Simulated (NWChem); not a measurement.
Species: CH₄BeOS; SMILES [SH][Be][O]C

```xyz
8

Be     0.0308    -0.1448     0.0704
O      0.0240     1.2450     0.0282
C      0.0130     2.6182    -0.0031
H      0.0757     3.0419     1.0149
H      0.8658     3.0104    -0.5847
H     -0.9135     2.9978    -0.4688
S      0.0715    -2.0544     0.1350
H     -1.2376    -2.1621    -0.1890
```
Atoms are numbered in this order, from 1.

Computed with NWChem. Pople sets run with spherical d functions. Coordinates come from a PBE0/def2-SVP optimisation. B3LYP is NWChem's, with the RPA form of VWN correlation. GIAO values for the isolated, static molecule; σ is the absolute isotropic shielding, δ = σ(reference) − σ with the isolated reference molecule computed at the same levels (13C: tetramethylsilane, 1H: tetramethylsilane, 17O: water).

```json
[
 {"level": "KT2/pcSseg-1", "σ Be1 (ppm)": "104.7", "δ O2 (ppm)": "32.9", "δ C3 (ppm)": "55.8", "δ H4 (rotor mean) (ppm)": "4.20", "σ S7 (ppm)": "825.6", "δ H8 (ppm)": "-0.61", "relative time": "1"},
 {"level": "B3LYP/6-311G**", "σ Be1 (ppm)": "102.6", "δ O2 (ppm)": "38.8", "δ C3 (ppm)": "53.4", "δ H4 (rotor mean) (ppm)": "4.06", "σ S7 (ppm)": "811.4", "δ H8 (ppm)": "-0.80", "relative time": "4"},
 {"level": "BHandHLYP/pcSseg-1", "σ Be1 (ppm)": "104.8", "δ O2 (ppm)": "20.3", "δ C3 (ppm)": "52.7", "δ H4 (rotor mean) (ppm)": "3.94", "σ S7 (ppm)": "823.5", "δ H8 (ppm)": "-0.48", "relative time": "3"},
 {"level": "B3LYP/6-31G*", "σ Be1 (ppm)": "107.8", "δ O2 (ppm)": "18.6", "δ C3 (ppm)": "51.8", "δ H4 (rotor mean) (ppm)": "3.94", "σ S7 (ppm)": "818.5", "δ H8 (ppm)": "-1.27", "relative time": "2"}
]
```

Relative times are rough (shared machine, one core).
